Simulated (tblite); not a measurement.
Species: C₇H₈BFO.
Bonds: C1–C2 (double), C2–F3, C2–B4, B4–C5, C5–C6, C6–C7 (aromatic), C7–C8 (aromatic), C8–C9 (aromatic), C9–O10 (aromatic), C6–O10 (aromatic). Hydrogens: H11, H12 on C1; H13 on B4; H14, H15 on C5; H16 on C7; H17 on C8; H18 on C9.

Computed with GFN2-xTB (tblite), gas phase: L-BFGS steps from a force-field or distance-geometry start until the largest atomic force falls under 0.01 eV/Å.

At the end of the run (lengths in Å): C5–H15 1.087, C6–O10 1.351, B4–H13 1.168, C9–O10 1.345, C7–C8 1.414, C5–H14 1.087, C8–C9 1.361, B4–C5–C6 92.6°, C1–C2–B4 126.8°, C5–C6–C7 131.1°, C5–C6–O10 119.1°, C1–C2–B4–C5 -179°, C2–B4–C5–C6 90°, B4–C5–C6–C7 -84°, H13–B4–C5–C6 -86°, H14–C5–C6–C7 156°.

**Question.** These geometries were met on the way; a selection of coordinates is given. Order them by energy above the end point, lowest first.
A. C5–H15 1.104, C6–O10 1.358, B4–H13 1.184, C9–O10 1.359, C7–C8 1.413, C5–H14 1.093, C8–C9 1.351, B4–C5–C6 110.3°, C1–C2–B4 121.8°, C5–C6–C7 128.1°, C5–C6–O10 121.0°, C1–C2–B4–C5 -179°, C2–B4–C5–C6 67°, B4–C5–C6–C7 -100°, H13–B4–C5–C6 -114°, H14–C5–C6–C7 138°
B. C5–H15 1.088, C6–O10 1.352, B4–H13 1.168, C9–O10 1.346, C7–C8 1.416, C5–H14 1.089, C8–C9 1.360, B4–C5–C6 100.3°, C1–C2–B4 126.4°, C5–C6–C7 131.3°, C5–C6–O10 118.9°, C1–C2–B4–C5 174°, C2–B4–C5–C6 78°, B4–C5–C6–C7 -105°, H13–B4–C5–C6 -97°, H14–C5–C6–C7 134°
C. C5–H15 1.119, C6–O10 1.320, B4–H13 1.198, C9–O10 1.318, C7–C8 1.388, C5–H14 1.110, C8–C9 1.384, B4–C5–C6 110.7°, C1–C2–B4 120.7°, C5–C6–C7 126.3°, C5–C6–O10 123.7°, C1–C2–B4–C5 -179°, C2–B4–C5–C6 68°, B4–C5–C6–C7 -101°, H13–B4–C5–C6 -112°, H14–C5–C6–C7 138°
D. C5–H15 1.092, C6–O10 1.353, B4–H13 1.163, C9–O10 1.351, C7–C8 1.414, C5–H14 1.089, C8–C9 1.358, B4–C5–C6 110.5°, C1–C2–B4 124.1°, C5–C6–C7 129.2°, C5–C6–O10 121.1°, C1–C2–B4–C5 180°, C2–B4–C5–C6 66°, B4–C5–C6–C7 -100°, H13–B4–C5–C6 -114°, H14–C5–C6–C7 136°
E. C5–H15 1.091, C6–O10 1.352, B4–H13 1.169, C9–O10 1.347, C7–C8 1.418, C5–H14 1.090, C8–C9 1.358, B4–C5–C6 109.3°, C1–C2–B4 126.0°, C5–C6–C7 132.1°, C5–C6–O10 117.9°, C1–C2–B4–C5 178°, C2–B4–C5–C6 66°, B4–C5–C6–C7 -103°, H13–B4–C5–C6 -114°, H14–C5–C6–C7 134°

**Answer.** B (0.027 eV), E (0.046 eV), D (0.075 eV), A (0.132 eV), C (0.271 eV).

| step | E above end (eV) | rms distance from the end, all atoms (Å) | largest force (eV/Å) | rms shift of all bonds from the end (Å) |
| --- | --- | --- | --- | --- |
| 55 | 0.027 | 0.339 | 0.064 | 0.002 |
| 26 | 0.046 | 0.446 | 0.046 | 0.003 |
| 5 | 0.075 | 0.461 | 0.204 | 0.004 |
| 1 | 0.132 | 0.465 | 0.747 | 0.010 |
| 0 | 0.271 | 0.466 | 2.138 | 0.020 |

Rows stand in the order of the answer.
